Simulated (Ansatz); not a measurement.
Computed with Ansatz on PBE0-D4/def2-TZVP structures; ΔE is electronic, products minus reactants. CCSD(T)/CBS is the MP2 limit (def2-TZVPP, def2-QZVPP) plus CCSD(T) − MP2 in def2-TZVPP, frozen cores. This one scheme is used for every species. Double bonds are as drawn, so ΔE can hold a change between cis and trans. DFT in def2-TZVPP. B3LYP here is the variant with VWN-RPA as its local correlation; programs differ in this. Each species was taken in one conformer, which may not be the lowest.

Consider the substitution at a C–B bond: `CB(O)/C=C/F` + CH₃OH → `CO/C=C/F` + `CBO`.

| level | ΔE (kJ/mol) |
| --- | --- |
| PBE0-D4 | 93.2 |
| B3LYP-D4 | 90.0 |
| ωB97X-V | 88.9 |
| PBE | 87.8 |
| SCS-MP2/def2-TZVPP | 95.9 |
| CCSD/def2-TZVPP | 95.9 |
| SCS-MP2/def2-QZVPP | 97.3 |
| CCSD/CBS(def2) | 98.2 |

(1) What does CCSD(T)/CBS give? (Estimate.)

Largest T1 diagnostic among the species: 0.013.

Answers

(1) The calculation gave: +97.6 kJ/mol. The listed levels differ from it by -4.4, -7.6, -8.7, -9.8, -1.7, -1.7, -0.3, 0.6 kJ/mol.

From PBE to PBE0 (25 % exact exchange), in def2-TZVPP and without D4, ΔE moves by +4.3 kJ/mol.
